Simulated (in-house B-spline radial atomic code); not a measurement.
Checks on a self-consistent run for Sr²⁰⁺, [Ne] 3s2 3p6. Level of theory: Dirac-Hartree-Fock, average of configuration, Fermi nucleus of rms radius 4.224 fm; calculated with a B-spline radial code for spherical atoms.

```
orbital  q      ε (Eh)    <1/r>        <r²>  small-component weight
  1s1/2  2  -624.71638  38.9925  0.00206669                0.019079
  2s1/2  2  -111.94932  8.88147   0.0341355                0.003924
  2p1/2  2  -104.28933  8.80737   0.0260369               0.0038821
  2p3/2  4  -101.72863   8.4739    0.027345               0.0037827
  3s1/2  2   -37.77809  3.32775    0.219414                0.001254
  3p1/2  2   -34.82896  3.24195    0.211394               0.0012038
  3p3/2  4   -34.29197  3.16415    0.217852               0.0011817
```

Electron-electron repulsion V_ee = 578.7561 hartree.

(1) What total energy follows from the eigenvalues?

(2) Does the Dirac virial theorem hold?

(3) What diamagnetic shielding (Lamb formula) and susceptibility (Langevin formula) do the radii give?

## Answers

(1) The eigenvalues count the repulsion twice, so E = Σqε - V_ee = -2371.207 - 578.756 = -2949.963 hartree; the run printed -2949.963.

(2) For a point nucleus E = -2c²Σq·w, with w the small-component weight. Here Σq·w = 0.078543 and c = 137.0360, so the ratio E/(-2c²Σq·w) is 1.000021; the finite nucleus accounts for the departure from 1.

(3) σ = (α²/3)Σq<1/r> = 173.054/(3·137.036²) = 3071.8 ppm, and χ = -0.79199×10⁻⁶·Σq<r²> = -1.558×10⁻⁶ cm³/mol with Σq<r²> = 1.9669 bohr². Both are non-relativistic formulas without the paramagnetism of open shells.
